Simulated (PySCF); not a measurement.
The numbers below are computed, except where a source is named.
SiH3S3

SiH3S3 is a small molecule, neutral, doublet. The structure, one conformer, was relaxed in the gas phase by PBE0-D3(BJ)/def2-SVP. No frequency run checks that it is a minimum.

SMILES: S[Si](S)S

```xyz
7

Si   -0.056   -0.161    0.388
S     1.388   -1.672   -0.131
S    -1.893   -1.131   -0.131
S    -0.021    1.693   -0.726
H     2.387   -1.101    0.579
H    -2.595    0.025   -0.135
H     0.820    2.313    0.132
```
(Å; atoms numbered from 1)

EPR values by unrestricted B3LYP, IGLO-III on S Si, pcH-1 on H.

(1) Predict g and the largest hyperfine couplings. Where does the spin sit?

(2) How do the isotropic couplings move with BHandHLYP?

Results:

(1) g = 2.0020, 2.0065, 2.0078. The spin sits on Si1 (64 %, bonded to 3 S) by Mulliken populations.
```
atom  isotope  isotropic (MHz)  dipolar, principal values (MHz)
 Si1     29Si           -810.9               -113.3, 54.2, 59.1
  S4      33S              4.6               -16.5, -15.9, 32.4
  S3      33S              5.6               -13.9, -12.7, 26.6
  S2      33S              2.5               -14.8, -14.1, 28.9
  H5       1H             14.2                  -5.0, -0.9, 5.9
  H7       1H             13.3                  -5.6, -0.8, 6.4
```

(2) Si1 -810.9 to -845.0 MHz, S4 4.6 to 5.5 MHz, S3 5.6 to 8.5 MHz, S2 2.5 to 3.6 MHz.
